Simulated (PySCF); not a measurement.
ethylenediamine cation (C₂H₈N₂), SMILES NCCN (connectivity only; charge and spin as stated), charge +1, multiplicity 2. Geometry optimised at PBE-D3(BJ)/def2-SVP. The spin state was assumed, not searched. One conformer was computed; it need not be the lowest.

Computed with PBE-D3(BJ)/def2-SVP run with PySCF.

Harmonic wavenumbers (cm⁻¹): 123, 294, 334, 376, 413, 492, 504, 601, 782, 849, 982, 1132, 1135, 1225, 1232, 1249, 1298, 1308, 1417, 1432, 1571, 1576, 3017, 3021, 3106, 3120, 3460, 3472, 3582, 3583. Rotational constants (GHz): 25.31, 3.628, 3.451; symmetry number 2.

Question: Work out the zero-point energy and the ideal-gas rigid-rotor harmonic-oscillator thermochemistry at 298.15 K and 1 atm.

Answer: ZPE = ½ Σ hcν = ½ × 46686 cm⁻¹ = 279.25 kJ/mol. H − E(el) = 297.19 kJ/mol. Entropy in J/(mol K): translation 159.83, rotation 96.46, vibration 43.13, spin 5.76, total 305.18. G − E(el) = 206.20 kJ/mol. Cp = 96.16 J/(mol K). Modes under 150 cm⁻¹ make the vibrational entropy uncertain.
